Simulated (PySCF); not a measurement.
H₈N₄Si. Atoms are numbered in the order given.

```xyz
13

N      1.3402    -0.1934     1.0847
Si     0.0000     0.0000     0.0000
N      0.1934     1.3402    -1.0847
N     -1.3402     0.1934     1.0847
N     -0.1934    -1.3402    -1.0847
H      2.2837    -0.1884     0.7095
H      1.2634    -0.8559     1.8510
H      0.1884     2.2837    -0.7095
H      0.8559     1.2634    -1.8510
H     -2.2837     0.1884     0.7095
H     -1.2634     0.8559     1.8510
H     -0.8559    -1.2634    -1.8510
H     -0.1884    -2.2837    -0.7095
```

Coordinates come from a B3LYP-D3(BJ)/def2-SVP optimisation. Other conformers were not sampled.

Computed with PBE/pcSseg-1 (PySCF).

GIAO shieldings, no solvent; atoms listed in one row are averaged. δ = σ(ref) − σ: ¹⁵N against NH3 (σ = 267.0 ppm); ²⁹Si against TMS (σ = 335.4 ppm); ¹H against TMS (σ = 31.49 ppm), references at their B3LYP-D3(BJ)/def2-TZVP geometries, non-relativistic.

Computed chemical shifts:
```csv
nucleus,atoms,count,δ (ppm)
¹⁵N,"N1, N3, N4, N5",4,32.1
²⁹Si,Si2,1,-36.4
¹H,"H11, H12, H9, H7",4,0.70
¹H,"H10, H8, H13, H6",4,0.11
```
